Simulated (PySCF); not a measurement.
A calculated (r2SCANh, PySCF 2.14, aug-cc-pVQZ-DK3, scalar relativity by spin-free X2C-1e) atom or ion has these occupied shells.

```tsv
shell	electrons	orbital energy (eV)	rms radius, mean of both spins (bohr)
1s α	1	-85421.9	0.0184
1s β	1	-85421.8	0.0184
2s α	1	-15264.3	0.0743
2s β	1	-15264.3	0.0743
2p α	3	-13196.7	0.0684
2p β	3	-13196.7	0.0684
3s α	1	-3675.2	0.189
3s β	1	-3675.1	0.189
3p α	3	-3073.2	0.192
3p β	3	-3073.2	0.192
3d α	5	-2417.9	0.176
3d β	5	-2417.9	0.176
4s α	1	-843.82	0.416
4s β	1	-843.77	0.416
4p α	3	-644.14	0.444
4p β	3	-644.10	0.444
4d α	5	-400.66	0.473
4d β	5	-400.62	0.473
5s α	1	-152.83	0.936
5s β	1	-152.77	0.936
4f α	7	-135.10	0.510
4f β	7	-135.06	0.510
5p α	3	-97.906	1.07
5p β	3	-97.847	1.07
5d α	5	-34.565	1.46
5d β	5	-34.134	1.46
6s α	1	-26.385	2.40
```

(1) Name the element and its charge.

Results:

(1) Tl²⁺ (thallium, charge +2), in [Xe] 4f14 5d10 6s1, 2S determinant.
